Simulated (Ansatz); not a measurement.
Molecule: CH6BO3, charge 1, multiplicity 1. It need not be the lowest isomer of its formula. 
Structure (B3LYP-D3(BJ)/def2-TZVP (Ansatz, a quantum-chemistry and plane-wave program) minimum search):
```xyz
11

C      1.8880     0.6684    -0.0131
O      0.7610    -0.2152     0.4091
B     -0.6367    -0.1755    -0.0382
O     -1.3359    -1.1303     0.5713
O     -0.8568     0.7880    -0.9271
H      2.2425     1.1751     0.8783
H      2.6393     0.0281    -0.4632
H      1.4583     1.3575    -0.7294
H      0.9812    -0.9012     1.0607
H     -2.2757    -1.2491     0.3949
H     -1.7367     0.9173    -1.2979
```
Charge +1, spin multiplicity 1.

Parts of the frozen-core correlation energy in cc-pVDZ (Ansatz, hartree). Frozen orbitals: 5; correlated occupied orbitals by spin: 15 and 15; virtual: 80 and 80. Spin-orbit coupling is left out. Non-relativistic.

```tsv
term	value
reference (HF)	-290.55188
MP2 opposite-spin	-0.57612
MP2 same-spin	-0.19819
CCSD correlation	-0.80998
(T)	-0.01892
T1 diagnostic	0.012
largest doubles amplitude	0.034
```
